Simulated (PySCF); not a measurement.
P⁺: ionisation energy

P⁺ [Ne] 3s2 3p2 (3P) → P²⁺ [Ne] 3s2 3p1 (2P), as a difference of total energies. All numbers are calculated (PySCF 2.14, no relativity, point nucleus, in cc-pV(T+d)Z (5s4p3d1f, 39 functions)). Correlated levels: valence: [Ne] frozen. The calculations carry no spin-orbit coupling.

```tsv
method	ionisation energy (eV)	difference from reference (eV)
UHF	19.163	-0.606
M06-2X	19.595	-0.174
M06-L	19.675	-0.094
MP2 (valence)	19.611	-0.158
SCS-MP2 (valence)	19.520	-0.249
CCSD (valence)	19.649	-0.120
CCSD(T) (valence)	19.685	-0.084
```

Reference: 19.769 eV (semi-empirical (NIST evaluation); NIST Atomic Spectra Database, ionization energies).

The reference lies between the lowest fine-structure levels, while these numbers refer to the centres of the terms.

Errors of the correlated levels include the incompleteness of this basis and the frozen core.
